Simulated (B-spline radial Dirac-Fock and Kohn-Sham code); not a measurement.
Ionisation of each subshell: Eu⁷⁺

System: europium as Eu⁷⁺ in the configuration [Kr] 4d10 4f5 5s2 5p3; nuclear rms radius 5.1115 fm (A = 153).

Input of the calculation (task.json; shells as n, l, electrons):

```json
{"items": [{
  "Z": 63,
  "q": 7,
  "cfg": [[1, 0, 2], [2, 0, 2], [2, 1, 6], [3, 0, 2], [3, 1, 6], [3, 2, 10], [4, 0, 2], [4, 1, 6], [4, 2, 10], [4, 3, 5], [5, 0, 2], [5, 1, 3]],
  "A": 153,
  "rrms": 5.1115,
  "do": ["binding"]
}]}
```

Run with: `python xray_run.py task.json out`

Model: Dirac-Fock energy differences between relaxed states, corrected for Breit and QED terms. Program: a radial B-spline solver. Correlation and solid-state effects are left out. Energies are counted from the vacuum level. Subshells whose hole state is unreliable or did not converge are left out.

All terms are in eV, carry their sign (relaxation lowers the binding energy) and add up to the binding energy; ⟨r⟩ is the mean radius of the orbital in the initial state.

```csv
subshell,−ε (Koopmans),relaxation,Gaunt,retardation,QED,binding energy,⟨r⟩ (bohr)
1s,48912.0,-72.50,-147.78,12.77,-69.75,48634.8,0.022
2s,8238.5,-39.37,-15.01,0.99,-9.43,8175.7,0.095
2p1/2,7801.7,-43.50,-26.24,2.91,0.39,7735.3,0.079
2p3/2,7151.9,-41.35,-18.56,3.67,-0.65,7095.0,0.086
3s,1947.8,-18.37,-2.46,0.12,-2.08,1925.0,0.248
3p1/2,1758.8,-19.27,-4.51,0.45,0.06,1735.5,0.238
3p3/2,1623.6,-18.21,-2.99,0.63,-0.14,1602.9,0.251
3d3/2,1301.2,-20.26,-1.71,0.12,0.19,1279.5,0.223
3d5/2,1272.1,-19.90,-1.06,0.14,0.11,1251.4,0.227
4s,494.5,-5.80,-0.49,0.03,-0.48,487.7,0.564
4p3/2,388.7,-5.18,-0.55,0.13,-0.02,383.1,0.604
4d3/2,263.2,-4.74,-0.20,0.02,0.05,258.3,0.640
4d5/2,257.6,-4.58,-0.08,0.02,0.03,253.0,0.650
4f,115.8,-3.37,0.13,-0.02,0.03,112.5,0.774
5s,143.6,-0.59,-0.10,0.01,-0.09,142.8,1.280
5p,117.5,-0.45,-0.12,0.02,0.00,117.0,1.432
```

For the deepest level, K (1s), the Breit terms make up -0.278 % of the binding energy, QED -0.143 % and orbital relaxation -0.149 %.

Spin-orbit splittings: 2p 640.2 eV, 3p 132.6 eV, 3d 28.08 eV, 4d 5.30 eV.

Going to the tabulated ground configuration of the next ion removes an electron from O2,3 (5p), computed at 117.0 eV. NIST lists 120 ± 6 eV as the ionisation energy of this species (theoretical), +2.99 eV from the computed value, within the stated uncertainty.
